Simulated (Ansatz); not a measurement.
Cost and result for the atomization energy of CH₅ClFNOSi, SMILES `N[Si@@H](Cl)[C@H](O)F` (11 atoms, 10 bonds).

Z-matrix (Å, degrees):
```
Si
Cl 1 2.071
C 1 1.909 2 104.7
N 1 1.690 2 115.7 3 117.4
H 1 1.477 2 105.9 3 -120.0
O 3 1.374 1 109.4 2 -158.7
F 3 1.404 1 107.1 2 82.2
H 3 1.097 1 112.9 2 -32.7
H 4 1.007 1 120.0 2 -75.9
H 4 1.006 1 122.3 2 76.7
H 6 0.963 3 109.6 1 171.0
```

The species carries charge 0 and has multiplicity 1. The structure was optimised at the PBE0-D4/def2-TZVP level. It is one conformer, not always the lowest. Program: Ansatz. All runs use 4 threads of an Arm Neoverse V2 on a shared host. Times are those of one run each, without the atoms' runs, and a repeat can differ threefold. Electronic energies, without spin–orbit coupling; frozen cores. CCSD(T)/CBS adds CCSD(T) − MP2 in def2-TZVPP to the MP2 limit, and its time is that of the two runs behind it. T1 = 0.011. B3LYP takes the VWN-RPA correlation (the form of Gaussian; ORCA's B3LYP/G).

CCSD(T)/CBS is a level of theory with its own doubt, some kJ/mol a heavy atom from the limit and from the frozen cores, so smaller differences don't rank the functionals.

```
                             level  functions  wall time  atomization (kJ/mol)  difference from CCSD(T)/CBS  per bond
   PBE-D4/def2-TZVPP (with forces)        278        3 s                4063.3                         88.9       8.9
                PBE0-D4/def2-TZVPP        278      3.9 s                3960.2                        -14.2      -1.4
r2SCAN-D4/def2-TZVPP (with forces)        278        6 s                3970.8                         -3.6      -0.4
 B3LYP-D4/def2-TZVPP (with forces)        278      6.5 s                3955.8                        -18.6      -1.9
                 B2PLYP/def2-TZVPP        278        7 s                3912.3                        -62.1      -6.2
                ωB97X-V/def2-TZVPP        278      9.5 s                3990.4                         16.0       1.6
  ωB97M-V/def2-TZVPP (with forces)        278       14 s                3991.3                         16.9       1.7
                    MP2/def2-QZVPP        518       28 s                4020.8                         46.4       4.6
                CCSD(T)/def2-TZVPP        278    5.7 min                3840.5                       -133.9     -13.4
                 CCSD(T)/CBS(def2)          –    6.2 min                3974.4                          0.0       0.0
```

In def2-TZVPP, CCSD(T) changes the Hartree–Fock value by +1106.3 kJ/mol (the triples alone add +70.1 kJ/mol) and MP2 by +1207.1 kJ/mol; breaking electron pairs costs correlation energy, which Hartree–Fock lacks. The D4 term adds +41.5 kJ/mol with B3LYP and +21.9 kJ/mol with PBE0; it sums over pairs of atoms, weighted by their polarisabilities, and B3LYP, whose exchange is more repulsive, gets the larger term. From PBE to PBE0 (25 % exact exchange), in def2-TZVPP and without D4, the atomization energy moves by −99.2 kJ/mol: exact exchange takes away binding that semilocal exchange gives to molecules.
